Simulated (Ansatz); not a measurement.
One geometry of C4H8Si (`CC=C=C[SiH3]`), several functionals.

```yaml
crystal:
  periodic: [false, false, false]
  atoms:
    - {symbol: C, position_ang: [-2.056150, 0.909460, 0.848047]}
    - {symbol: C, position_ang: [-0.604100, 0.712947, 1.158745]}
    - {symbol: C, position_ang: [0.324661, 0.522115, 0.266760]}
    - {symbol: C, position_ang: [1.241869, 0.287191, -0.628684]}
    - {symbol: Si, position_ang: [1.651212, -1.447586, -1.160517]}
    - {symbol: H, position_ang: [-2.405673, 1.877715, 1.217908]}
    - {symbol: H, position_ang: [-2.239195, 0.865318, -0.225545]}
    - {symbol: H, position_ang: [-2.662941, 0.139366, 1.333166]}
    - {symbol: H, position_ang: [-0.303748, 0.735681, 2.204642]}
    - {symbol: H, position_ang: [1.774809, 1.129671, -1.068965]}
    - {symbol: H, position_ang: [1.430386, -1.610609, -2.623555]}
    - {symbol: H, position_ang: [0.787407, -2.400216, -0.419783]}
    - {symbol: H, position_ang: [3.081763, -1.755654, -0.887519]}
basis:
  gaussian: {orbitals: def2-TZVPP}
hamiltonian: {xc: {name: B3LYP}, dispersion: d4}
output: {forces: true, orbitals: {seedname: orbitals}}
```

```sh
$ ansatz run in.yaml --threads 4 --pin off --events-out ev --progress --plain --max-ram 10444MiB
```

It prints (some lines left out):

```
Functional definition: B3LYP
1483 factors; their error is unknown
mean field evaluation 1: about -12147.1083 eV, gradient 6.5e1 eV
mean field evaluation 2: about -12142.1756 eV, gradient 7.5e1 eV
mean field evaluation 4: about -12157.1468 eV, gradient 7.4e0 eV
mean field evaluation 8: about -12157.2795 eV, gradient 1.4e-1 eV
mean field evaluation 16: about -12157.2821 eV, gradient 7.7e-4 eV
mean field -12157.28210109 eV, -446.7718767133 hartree, gradient 3.6e-5 eV, S^2 0.000000; 0 other end points of the search recorded, 0 dependent functions left out
reference -12157.28242443 eV, -446.7718885957 hartree; 23, 23 occupied and 255, 255 virtual orbitals, 1483 factors
Total energy: -12157.68503536 eV, -446.7866842745 hartree
Atom 0 at    -2.056150     0.909460     0.848047 Å, force    -0.204529     0.024709    -0.023098 eV/Å
Atom 1 at    -0.604100     0.712947     1.158745 Å, force     0.193166    -0.025941     0.098153 eV/Å
Atom 2 at     0.324661     0.522115     0.266760 Å, force     0.019256     0.046034     0.007219 eV/Å
Atom 3 at     1.241869     0.287191    -0.628684 Å, force     0.013046     0.063982    -0.010222 eV/Å
Atom 4 at     1.651212    -1.447586    -1.160517 Å, force     0.050841    -0.138298    -0.060810 eV/Å
Atom 5 at    -2.405673     1.877715     1.217908 Å, force    -0.001206    -0.041579    -0.019648 eV/Å
Atom 6 at    -2.239195     0.865318    -0.225545 Å, force    -0.005388     0.005001     0.049516 eV/Å
Atom 7 at    -2.662941     0.139366     1.333166 Å, force     0.009445     0.039039    -0.025395 eV/Å
Atom 8 at    -0.303748     0.735681     2.204642 Å, force    -0.036753     0.000572    -0.052494 eV/Å
Atom 9 at     1.774809     1.129671    -1.068965 Å, force    -0.023662    -0.047430     0.016980 eV/Å
Atom 10 at     1.430386    -1.610609    -2.623555 Å, force     0.015425     0.003630     0.087095 eV/Å
Atom 11 at     0.787407    -2.400216    -0.419783 Å, force     0.058703     0.057235    -0.049463 eV/Å
Atom 12 at     3.081763    -1.755654    -0.887519 Å, force    -0.088344     0.013047    -0.017833 eV/Å
Dipole moment:    -0.137155     0.128645     0.087665 e Å
```

It took 2.7 s on 4 threads of an INTEL XEON PLATINUM 8581C on a shared host, with 0.81 GiB of host memory at the peak.

With the line `hamiltonian: {xc: {name: r2SCANh}, dispersion: d4}` and no forces (abridged; 2.4 s):

```
Functional definition: r2SCANh
mean field evaluation 16: about -12152.6693 eV, gradient 2.2e-4 eV
mean field -12152.66932706 eV, -446.6023603944 hartree, gradient 1.9e-5 eV, S^2 0.000000
Total energy: -12152.73906621 eV, -446.6049232608 hartree
```

The same input with `hamiltonian: {xc: {name: PBE-QIDH}}` and no forces (abridged; 3.3 s):

```
Functional definition: PBE-QIDH
mean field evaluation 16: about -12136.5939 eV, gradient 2.2e-4 eV
mean field -12136.59387523 eV, -446.0115984360 hartree, gradient 3.7e-6 eV, S^2 0.000000
9 core orbitals not correlated: weight in the atoms' cores, before any rotation towards them, 1.000 or more for the frozen orbitals, at most 0.000 for the correlated occupied ones
second order -23.82962838 eV of doubles, -0.00000000 eV of singles
Total energy: -12144.53709982 eV, -446.3035065553 hartree
```

Changing it to `hamiltonian: {xc: {name: B97M-V}}` and no forces (abridged; 3.7 s):

```
Functional definition: B97M-V
mean field evaluation 16: about -12154.5371 eV, gradient 2.1e-4 eV
mean field -12154.53714079 eV, -446.6710012828 hartree, gradient 3.7e-5 eV, S^2 0.000000
Total energy: -12154.53721547 eV, -446.6710040275 hartree
```

Changing it to `hamiltonian: {xc: r2scan, dispersion: d4}` (abridged; 2.3 s):

```
Functional definition: r2SCAN
mean field evaluation 16: about -12152.9029 eV, gradient 5.5e-4 eV
mean field -12152.90287334 eV, -446.6109430618 hartree, gradient 8.3e-5 eV, S^2 0.000000
Total energy: -12152.96887949 eV, -446.6133687431 hartree
Atom 0 force    -0.127761     0.015252    -0.024744 eV/Å
Atom 1 force     0.026862    -0.004354     0.105367 eV/Å
Atom 2 force     0.011317     0.032942     0.003110 eV/Å
Atom 3 force     0.082721    -0.051483    -0.084423 eV/Å
Atom 4 force     0.010841    -0.018116    -0.011482 eV/Å
Atom 5 force    -0.005139    -0.015093    -0.000992 eV/Å
Atom 6 force     0.001714     0.001870     0.021598 eV/Å
Atom 7 force    -0.001044     0.017225    -0.003617 eV/Å
Atom 8 force    -0.016792     0.002490     0.011458 eV/Å
Atom 9 force     0.012797     0.006371    -0.013017 eV/Å
Atom 10 force     0.010105    -0.004431     0.025231 eV/Å
Atom 11 force     0.022155     0.018282    -0.018093 eV/Å
Atom 12 force    -0.027777    -0.000953    -0.010396 eV/Å
Dipole moment:    -0.146919     0.134426     0.090493 e Å
```

Changing it to `hamiltonian: {xc: {name: LC-wPBE}}` and no forces (abridged; 1.6 s):

```
Functional definition: LC-wPBE
mean field evaluation 16: about -12150.7612 eV, gradient 3.6e-5 eV
mean field -12150.76124442 eV, -446.5322396508 hartree, gradient 3.6e-5 eV, S^2 0.000000
Total energy: -12150.76124443 eV, -446.5322396511 hartree
```

B3LYP takes the VWN-RPA correlation (the form of Gaussian; ORCA's B3LYP/G).
